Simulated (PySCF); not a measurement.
Ligands exchanged one at a time, Si Br-SH. All species are isolated molecules in the gas phase. One relaxed conformer stands for each flexible species; it need not be the lowest. Strings in code marks are SMILES.

The S1–T1 gap (TDA) from two functionals at the same geometries (B3LYP-D3(BJ)/def2-TZVP), both in PySCF: PBE-D3(BJ)/def2-TZVP and B3LYP-D3(BJ)/def2-TZVP. B3LYP has the VWN-RPA correlation part, as in Gaussian. Excitations are Tamm–Dancoff values on a coarser integration grid. The basis has no diffuse functions, so Rydberg states are missing or too high.

```json
[
 {"species": "1 of 4 Br replaced by SH (`[Si](Br)(Br)(Br)S` (H–S–Si–Br torsion 60°))", "PBE-D3(BJ)/def2-TZVP (eV)": "0.25"},
 {"species": "2 of 4 Br replaced by SH (`S[Si](S)(Br)Br` (H–S–Si–Br torsion 41°, Br–Si–S–H torsion 62°))", "PBE-D3(BJ)/def2-TZVP (eV)": "0.26"},
 {"species": "3 of 4 Br replaced by SH (`S[Si](S)(Br)S`)", "PBE-D3(BJ)/def2-TZVP (eV)": "0.28"},
 {"species": "4 of 4 Br replaced by SH (`S[Si](S)(S)S`)", "PBE-D3(BJ)/def2-TZVP (eV)": "0.28"}
]
```

Task: What does B3LYP-D3(BJ)/def2-TZVP give for each?

Result: 
- 1 of 4 Br replaced by SH (`[Si](Br)(Br)(Br)S` (H–S–Si–Br torsion 60°)): 0.31
- 2 of 4 Br replaced by SH (`S[Si](S)(Br)Br` (H–S–Si–Br torsion 41°, Br–Si–S–H torsion 62°)): 0.32
- 3 of 4 Br replaced by SH (`S[Si](S)(Br)S`): 0.36
- 4 of 4 Br replaced by SH (`S[Si](S)(S)S`): 0.40
Over these rows, drawn at random from the members with no instability flagged (it was tested for open shells, ions and some series alone), PBE minus B3LYP-D3(BJ): mean -0.08 eV, from -0.12 eV to -0.06 eV.
